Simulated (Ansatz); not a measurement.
CH2OSi, SMILES `O=C=[SiH2]` (charge 0, multiplicity 1).

Cartesian coordinates (Å):
```xyz
5

O      1.9381    -0.1112    -0.7951
C      0.9145    -0.0191    -0.3104
Si    -0.5896     0.2523     0.7803
H     -1.2177     1.0165    -0.3585
H     -1.0453    -1.1385     0.4154
```
Charge 0, multiplicity 1.

Frozen-core energies in 6-31g from Ansatz (a first-principles code) at a geometry from B3LYP-D3(BJ)/def2-TZVP; the HF reference has <S^2> = 0.00 and the T1 diagnostic is 0.022.

```json
[
 {"level": "HF", "energy (Ha)": "-402.64666"},
 {"level": "MP2", "energy (Ha)": "-402.92231"},
 {"level": "CCSD", "energy (Ha)": "-402.93261"},
 {"level": "CCSD(T)", "energy (Ha)": "-402.94441"}
]
```

Q: Estimate the energies of CCSDT, CCSDT(Q) and CCSDTQ, and give each level's difference from CCSDTQ.

A: 
| level | energy (Ha) | difference from CCSDTQ (mHa) |
|---|---|---|
| MP2 | -402.92231 | 24.20 |
| CCSD | -402.93261 | 13.89 |
| CCSD(T) | -402.94441 | 2.10 |
| CCSDT | -402.94528 | 1.22 |
| CCSDT(Q) | -402.94666 | -0.16 |
| CCSDTQ | -402.94651 | 0.00 |
